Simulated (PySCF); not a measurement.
C7H11 (charge +1).
Bonds: C1–C2, C2–C3, C3–C4 (double), C4–C5, C5–C6, C6–C7, C3–C5. Hydrogens: H8, H9, H10 on C1; H11, H12 on C2; H13 on C4; H14, H15 on C6; H16, H17, H18 on C7.

Structure optimised with GFN2-xTB, isolated species.

Question: Give the optimised bond lengths and angles.

Answer: 
| bond | length (bohr) |
| --- | --- |
| C1–C2, C6–C7 | 2.883 |
| C2–C3, C5–C6 | 2.721 |
| C3–C4, C4–C5 | 2.608 |
| C3–C5 | 2.657 |
| C1–H8 and 5 like bonds | 2.052 |
| C2–H11 and 3 like bonds | 2.075 |
| C4–H13 | 2.015 |

Bonds in one row agree within 0.02 bohr and their mean is given. A selection of angles:
| angle | degrees |
| --- | --- |
| C2–C1–H8 | 111.0 |
| C2–C1–H10 | 109.7 |
| H8–C1–H9 | 108.7 |
| H8–C1–H10 | 108.3 |
| C1–C2–C3 | 113.7 |
| C1–C2–H11 | 110.7 |
| C3–C2–H11 | 107.4 |
| H11–C2–H12 | 104.9 |
| C2–C3–C4 | 149.3 |
| C2–C3–C5 | 151.4 |
| C4–C3–C5 | 59.4 |
| C3–C4–C5 | 61.2 |
| C3–C4–H13 | 149.6 |
| C4–C5–C6 | 150.9 |
| C3–C5–C6 | 149.7 |

Torsions: C1–C2–C3–C4 5° (synperiplanar); C4–C5–C6–C7 -179° (antiperiplanar). The mirror-image conformer, all signs reversed, is as good.

C4 (unsaturated ring CH carbon) is planar (angles 149.6°, 149.2° and 61.2°, sum 360.0°, 0.00 Å off the plane of its three neighbours). C3 (unsaturated ring carbon) has angles 151.4°, 149.3° and 59.4°, sum 360.0°, 0.00 Å off the plane of its three neighbours. The 3-membered ring C3–C4–C5 has internal angles of 59.4° to 61.2°. The 7 C–C bonds span 1.380 Å (C4–C5, drawn aromatic) to 1.526 Å (C6–C7, drawn single), a spread of 0.146 Å.

Point group: near Cs, missed by 0.23 Å at most; the miss may be what the optimiser left on a soft mode. Stationary, but not proved a minimum.

These are computed values.
